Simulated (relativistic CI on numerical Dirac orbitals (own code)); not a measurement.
## One change at a time: W¹⁵⁺

Base calculation: Dirac-Coulomb-Breit CI, separate exchange-only KLI orbitals for each configuration, a model potential for QED, unscaled Slater integrals.

CI space (outside the closed core [Ar] 3d10 4p6): 4s²4d¹⁰4f¹¹5s², 4s²4d¹⁰4f¹²5s, 4s²4d¹⁰4f¹¹5s5p, 4s²4d¹⁰4f¹⁰5s²5p, 4s²4d¹⁰4f¹²5d, 4s²4d¹⁰4f¹²6s, 4s²4d⁹4f¹²5s², 4s²4d¹⁰4f¹⁰5s²6s, 4s²4d¹⁰4f¹¹5p6s, 4s4d¹⁰4f¹²5s², 4s²4d¹⁰4f¹³, 4s²4d⁹4f¹⁴, 4s4d¹⁰4f¹⁴, 4s²4d¹⁰4f¹²5p, 4s²4d⁹4f¹³5p, 4s4d¹⁰4f¹³5p, 4s²4d¹⁰4f¹²5f, 4s²4d⁹4f¹³5f, 4s4d¹⁰4f¹³5f. Double excitations out of closed p, d and f shells are left out; levels of such configurations are missing from the list, as are those of other unlisted configurations, and high levels can miss mixing partners.

The lowest level and the first level of each name with at least 55 % of one term (blank where a level has no safe partner in the second run):

```csv
Level,Base (cm⁻¹),Shift (cm⁻¹)
4s²4d¹⁰4f¹¹5s² ⁴I°15/2,0.0,0.0
4s²4d¹⁰4f¹¹5s² ⁴I°13/2,15380.5,+103.9
4s²4d¹⁰4f¹¹5s² ⁴I°11/2,21773.0,-959.7
4s²4d¹⁰4f¹¹5s² ⁴F°7/2,42885.8,-2645.3
4s²4d¹⁰4f¹¹5s² ⁴F°5/2,45920.2,-3218.6
4s²4d¹⁰4f¹¹5s² ²K°15/2,51721.8,-3830.6
4s²4d¹⁰4f¹¹5s² ⁴G°11/2,53910.7,-3382.3
4s²4d¹⁰4f¹¹5s² ⁴G°9/2,57464.5,-3384.2
4s²4d¹⁰4f¹¹5s² ²K°13/2,63441.5,-4175.9
4s²4d¹⁰4f¹¹5s² ²P°1/2,65920.1,-4866.7
4s²4d¹⁰4f¹¹5s² ⁴G°5/2,69623.8,-4882.6
4s²4d¹⁰4f¹¹5s² ²D°5/2,70366.0,-5120.2
4s²4d¹⁰4f¹¹5s² ⁴G°7/2,70783.4,-3915.8
4s²4d¹⁰4f¹²5s ⁴H13/2,71160.6,-2156.9
```

At this charge transitions that keep the count of f electrons are usually good to a few per cent. Terms inside the open d or f shell come out 10 to 20 % too wide with unscaled integrals. Levels and lines within the n = 5 or 6 shells can be off by up to 10 % or somewhat more, and those that change n by about 2 %, since core polarisation is missing. Levels that differ in their count of f electrons can be misplaced by several ten thousand cm⁻¹, since the correlation energy of f electrons is missing or only estimated; rates across such gaps can be off by orders of magnitude.

Q: One thing was changed in a second run, which moved the levels as shown. Which?
A. valence Slater integrals scaled by 0.9
B. configuration mixing switched off
C. Breit term removed
D. QED terms removed

A: A. Valence Slater integrals scaled by 0.9. Scaling acts on the splittings between terms and on the mixing, and leaves the fine structure of pure LS terms nearly alone; in jj coupling it moves the levels of one term differently.

LS names give the leading component of a level, which can be under half, so a name can repeat, a term be missing and a line seem to break the LS rules.
